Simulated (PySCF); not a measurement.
SMILES [CH]=C(Cl)Cl (C₂HCl₂), doublet at its PBE0/def2-SVP optimised geometry (Å):

```
5

C     -0.7045    -0.0085     0.0000
C      0.6057    -0.0085     0.0000
Cl     1.5412    -1.4583    -0.0002
Cl     1.5384     1.4583    -0.0001
H     -1.5412     0.6834     0.0000
```

Computed with unrestricted PBE0/def2-TZVP (PySCF). Cells within 0.4 Å of a nucleus heavier than hydrogen are left out (blank, or x).

Map of the log10 of the electron density (e/bohr³), floored at −4 on the plane z = 0.0 Å:

```
|00000000000000000000000000000|
|00000000000000000111110000000|
|00000000000000012222221100000|
|00000000000001123344433210000|
|00000000000001234555554321000|
|00000000000012345677765432100|
|00000000111123456788877643210|
|00000012233333567899988754310|
|0000012344444456899xx98764320|
|000012345655555689xxx99765320|
|0000234677766667899xx98764320|
|00002457898877778999998754320|
|00012457999988888998887654210|
|00012457899xx999xx98766543210|
|00002356789xx99xxx98765443210|
|00001345789xx999xx98766543210|
|00001245678888888998887654210|
|00000234567777778999998754320|
|0000012345666667899xx98764320|
|000000123445555689xxx99765320|
|0000001123334456899xx98764320|
|00000000122233567899988754310|
|00000000001123456788877643210|
|00000000000012345677765432100|
|00000000000001234555554321000|
|00000000000000123344433210000|
|00000000000000012222221100000|
|00000000000000000111110000000|
|00000000000000000000000000000|
```
Scale: ten equal steps from -4.00 (start of '0') to -0.398 (end of '9'), in the order '0123456789'; x runs from -4.00 to 4.00, y from -4.00 (bottom) to 4.00 (top).
